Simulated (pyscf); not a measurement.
PySCF, gas phase, ωB97X-D3(BJ)/def2-SVPD geometries. Correlated levels are frozen-core, on RHF or UHF. ΔMP2 is the change of the MP2 total energy from the triple- to the quadruple-zeta basis.

### Question
Estimate the classical barrier height and the reaction energy of O=C⁻–OH → O=CH–O⁻ at CCSD(T)/def2-TZVPPD + ΔMP2(QZVPPD). The step runs on the singlet surface, breaks H–O and forms C–H; take the reactant's lowest minimum found as zero.

### Answer
ΔE‡ = 1.41 eV, ΔE = -1.51 eV. Zero-point energy shifts the barrier by -0.13 eV. It is a hydrogen shift, with an imaginary mode of 1941i cm⁻¹. On the reactant side the descent ends in a point that may be a rotor saddle (no frequency run), 0.06 eV over the lowest minimum found and 1.35 eV under the saddle at ωB97X-D3(BJ)/def2-TZVPD. This is the saddle that the search found; another between the same sides may lie lower. The CCSD(T) − MP2 part came from Ansatz, without density fitting, on the same reference.
